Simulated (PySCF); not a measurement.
Spectrum to structure. The calculation used TDDFT CAM-B3LYP/def2-SVPD, vertical, gas phase, core orbitals frozen in the response in PySCF 2.14.0, density-fitted response routines. Geometries: GFN2-xTB, one conformer each.

| state | E (eV) | f | main configurations (H = HOMO, L = LUMO) |
| --- | --- | --- | --- |
| S1 | 7.39 | 0.0006 | H→L (55%), H→L+1 (17%) |
| S2 | 8.04 | 0.0038 | H-3→L (22%), H→L+3 (16%), H-2→L (11%) |
| S3 | 8.31 | 0.0006 | H-3→L+3 (27%), H-3→L+2 (16%), H-3→L+4 (13%) |
| S4 | 8.81 | 0.0090 | H-4→L (46%), H-4→L+1 (13%), H-2→L (13%) |
| S5 | 9.07 | 0.0099 | H→L (22%), H-5→L (19%), H→L+2 (9%) |
| S6 | 9.22 | 0.0064 | H→L+1 (48%) |
| S7 | 9.30 | 0.012 | H-1→L+1 (72%) |
| S8 | 9.38 | 0.030 | H-2→L+1 (24%), H→L+2 (22%), H→L+3 (8%) |

Triplets computed (Tamm–Dancoff): 6.36, 6.78, 6.98 eV.

Orbital energies (eV): HOMO-3 -11.72, HOMO-2 -11.59, HOMO-1 -11.39, HOMO -10.98, LUMO 0.90, LUMO+1 1.07, LUMO+2 1.54.

Question: Which candidate is it?
A. `C[SiH2][Si@H](F)C(F)=C(F)F`
B. `N#C[C@@]1(F)CC[C@@H](F)C1`
C. `FC(F)Cn1cccc1`

Answer: B. Its S1, at 7.39 eV, is the highest among the candidates; the nearest of the others has S1 at 6.19 eV. S1 is HOMO→LUMO (55%), HOMO→LUMO+1 (17%). Löwdin shares by element: HOMO carbon 38% or more, nitrogen 28% (atoms not listed hold the other 34%); LUMO carbon 35% or more, nitrogen 20%, fluorine 13% or more (atoms not listed hold the other 32%). At the same level the other candidates give, for their lowest levels:
- `C[SiH2][Si@H](F)C(F)=C(F)F`: 5.76 eV (f 0.026); 6.40 eV (f 0.026); 6.62 eV (f 0.123); 7.24 eV (f 0.102); 7.31 eV (f 0.103); T1 4.18 eV; HOMO -9.15, LUMO -0.28 eV
- `FC(F)Cn1cccc1`: 6.19 eV (f 0.064); 6.32 eV (f 0.056); 6.58 eV (f 0.028); 6.92 eV (f 0.044); 7.08 eV (f 0.015); T1 4.33 eV; HOMO -7.69, LUMO 1.27 eV
